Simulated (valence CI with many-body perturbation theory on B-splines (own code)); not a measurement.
Pm11+: calculated level list

Method: configuration interaction combined with many-body perturbation theory (CI+MBPT): four valence electrons over a frozen Dirac-Fock core [Kr] 4d10, a basis of 8 s, 8 p, 9 d, 9 f, 6 g, 3 h, 2 i functions for each j, with the one-electron correlation potential Σ1, the two-electron term Σ2, the three-electron term Σ3, Breit, model QED; selected CI, second order for the rest (own B-spline code, finite nucleus).

No measured spectrum was set against this ion. As an estimate, terms of the open shell hold to a few per cent of their energy, and close levels can change places; configurations with another count of f electrons can be misplaced by thousands of cm⁻¹. Core correlation moves these levels by up to 53000 cm⁻¹, and in measured spectra 5 to 20 % of such shifts remained as error; rates that hang on mixing are uncertain with them. Among the levels kept, up to 340 cm⁻¹ of a level comes from second order outside the variational space, and about a tenth of that is noise between levels of different J, which matters for small intervals.

Levels 1 to 45 of 76, with energies above the lowest level, 4f²5s² ³H_4. "Leading %" is the weight of the configuration and term that name the level; weights of strongly mixed levels are sums over their largest components and can fall short. Lifetimes count E1, E2, E3, M1 and M2 decay at the calculated energies, and are blank where another channel may lead or the interval is too uncertain; long ones can be off by a factor of two.

| No. | Configuration | Term | J | E (cm⁻¹) | Leading % | Second component | g | Lifetime |
| --- | --- | --- | --- | --- | --- | --- | --- | --- |
| 1 | 4f²5s² | ³H | 4 | 0.0 | 94 |  | 0.806 |  |
| 2 | 4f²5s² | ³H | 5 | 3836 | 98 |  | 1.032 | 692 ms |
| 3 | 4f²5s² | ³H | 6 | 7735 | 98 |  | 1.165 | 751 ms |
| 4 | 4f²5s² | ³F | 2 | 7898 | 95 |  | 0.675 | 6710 s |
| 5 | 4f²5s² | ³F | 3 | 10458 | 98 |  | 1.082 | 2.16 s |
| 6 | 4f²5s² | ³F | 4 | 10901 | 57 | 39 % 4f²5s² ¹G | 1.139 | 817 ms |
| 7 | 4f²5s² | ¹G | 4 | 16126 | 55 | 41 % 4f²5s² ³F | 1.102 | 230 ms |
| 8 | 4f²5s² | ¹D | 2 | 27221 | 86 | 9 % 4f²5s² ³P | 1.037 | 117 ms |
| 9 | 4f²5s² | ³P | 0 | 33498 | 97 |  |  | 5.97 s |
| 10 | 4f²5s² | ¹I | 6 | 33940 | 98 |  | 1.000 | 207 ms |
| 11 | 4f²5s² | ³P | 1 | 34752 | 98 |  | 1.500 | 815 ms |
| 12 | 4f²5s² | ³P | 2 | 36905 | 89 | 9 % 4f²5s² ¹D | 1.452 | 230 ms |
| 13 | 4f5s²5p | ³G | 3 | 55662 | 63 | 27 % 4f5s²5p ¹F | 0.847 | 93.3 ms |
| 14 | 4f5s²5p | ³F | 2 | 60062 | 62 | 20 % 4f5s²5p ¹D | 0.817 | 52.5 ms |
| 15 | 4f5s²5p | ³F | 3 | 62576 | 40 | 38 % 4f5s²5p ³D | 1.154 | 68.1 ms |
| 16 | 4f5s²5p | ³G | 4 | 64839 | 42 | 35 % 4f5s²5p ³F | 1.110 | 38.0 ms |
| 17 | 4f²5s² | ¹S | 0 | 75637 | 95 |  |  | 17.6 ms |
| 18 | 4f5s²5p | ¹F | 3 | 101200 | 33 | 32 % 4f5s²5p ³F | 0.946 | 889 μs |
| 19 | 4f5s²5p | ³F | 4 | 105900 | 52 | 46 % 4f5s²5p ³G | 1.156 | 803 μs |
| 20 | 4f5s²5p | ³D | 2 | 108700 | 49 | 34 % 4f5s²5p ³F | 0.968 | 742 μs |
| 21 | 4f5s²5p | ³D | 3 | 111310 | 59 | 20 % 4f5s²5p ¹F | 1.215 | 780 μs |
| 22 | 4f5s²5p | ³G | 5 | 112130 | 98 |  | 1.199 | 795 μs |
| 23 | 4f5s²5p | ³D | 1 | 113880 | 98 |  | 0.497 | 726 μs |
| 24 | 4f5s²5p | ¹G | 4 | 116890 | 77 | 11 % 4f5s²5p ³F | 1.032 | 674 μs |
| 25 | 4f5s²5p | ¹D | 2 | 122500 | 62 | 32 % 4f5s²5p ³D | 1.045 | 636 μs |
| 26 | 4f³5s | ⁵I° | 4 | 124410 | 97 |  | 0.603 | 9.58 μs |
| 27 | 4f³5s | ⁵I° | 5 | 126060 | 98 |  | 0.900 | 11.1 μs |
| 28 | 4f³5s | ⁵I° | 6 | 128050 | 98 |  | 1.070 | 20.4 μs |
| 29 | 4f³5s | ⁵I° | 7 | 130290 | 99 |  | 1.177 | 65.0 μs |
| 30 | 4f³5s | ⁵I° | 8 | 132700 | 99 |  | 1.248 | 1.77 s |
| 31 | 4f³5s | ³I° | 5 | 140480 | 90 |  | 0.849 | 2.08 μs |
| 32 | 4f³5s | ⁵F° | 1 | 141380 | 96 |  | 0.017 | 1.01 μs |
| 33 | 4f³5s | ⁵F° | 2 | 142160 | 96 |  | 1.005 | 1.61 μs |
| 34 | 4f³5s | ⁵F° | 3 | 143230 | 97 |  | 1.245 | 2.82 μs |
| 35 | 4f³5s | ⁵S° | 2 | 143980 | 95 |  | 1.980 | 2.19 μs |
| 36 | 4f³5s | ³I° | 6 | 144020 | 94 |  | 1.027 | 3.65 μs |
| 37 | 4f³5s | ⁵F° | 4 | 144300 | 90 | 6 % 4f³5s ³G° | 1.312 | 1.84 μs |
| 38 | 4f³5s | ⁵F° | 5 | 145090 | 75 | 13 % 4f³5s ³G° | 1.330 | 733 ns |
| 39 | 4f³5s | ³H° | 4 | 146390 | 80 | 6 % 4f³5s ⁵F° | 0.856 | 334 ns |
| 40 | 4f³5s | ³I° | 7 | 147610 | 97 |  | 1.139 | 10.4 μs |
| 41 | 4f³5s | ³H° | 5 | 147910 | 66 | 17 % 4f³5s ⁵F° | 1.105 | 440 ns |
| 42 | 4f³5s | ⁵G° | 2 | 149800 | 96 |  | 0.337 | 810 ns |
| 43 | 5s²5p² | ³P | 0 | 150170 | 79 | 18 % 5s²5p² ¹S |  |  |
| 44 | 4f³5s | ³H° | 6 | 150240 | 84 | 11 % 4f³5s ⁵G° | 1.179 | 331 ns |
| 45 | 4f³5s | ⁵G° | 3 | 150430 | 83 | 14 % 4f³5s ³G° | 0.894 | 442 ns |

Names give the largest LS component (configuration and term), which can be under half, so a name can repeat, a term be missing and a line seem to break the LS rules; names also repeat where a configuration has a term twice.

Where two levels of one J and parity lie close, their mixing, g and order are uncertain.

The ionisation energy to 4f5s² ²F°5/2 of the next ion comes out as 196.65 eV (NIST: 202 ± 10 eV (theoretical)). All 76 levels together are meant to be complete up to 165340 cm⁻¹.
